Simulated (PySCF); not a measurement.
2-chloro-3,3-difluoroprop-1-ene (C3H3ClF2), SMILES ClC(C(F)F)=C.

The structure is a stationary point at PBE0-D3(BJ)/def2-SVP. The values are those of a single conformer.

Two levels are set side by side: TDA-PBE/def2-SVPD (PySCF) and TDA-LC-ωPBE/def2-SVPD (PySCF). Vertical, same geometry. The lowest singlet is HOMO−1→LUMO 99 % with PBE and HOMO→LUMO+2 63 %, HOMO→LUMO+7 13 % with the other functional; states are paired by order. Differences are taken from unrounded values.

```csv
quantity,TDA-LC-ωPBE
lowest singlet excitation (eV),7.27
lowest triplet excitation (TDA) (eV),3.97
first bright state (f over 0.05) (eV),7.34
its oscillator strength,0.36
```

**Question.** What does TDA-PBE give, and how far is it from TDA-LC-ωPBE? (An estimate is asked for; the answer gives what the named calculation found.)

**Answer.** 
```tsv
quantity	TDA-PBE	TDA-PBE minus TDA-LC-ωPBE
lowest singlet excitation (eV)	6.02	-1.25
lowest triplet excitation (TDA) (eV)	4.08	0.11
first bright state (f over 0.05) (eV)	6.34	-0.99
its oscillator strength	0.19	-0.17
```

Functionals without exact exchange tend to place singlet excitations lower, as here. Differences between two approximate levels are no errors against the true value.

Rough cost on one machine, each run with all the roots and properties that it gave: TDA-LC-ωPBE against TDA-PBE about 4 times.
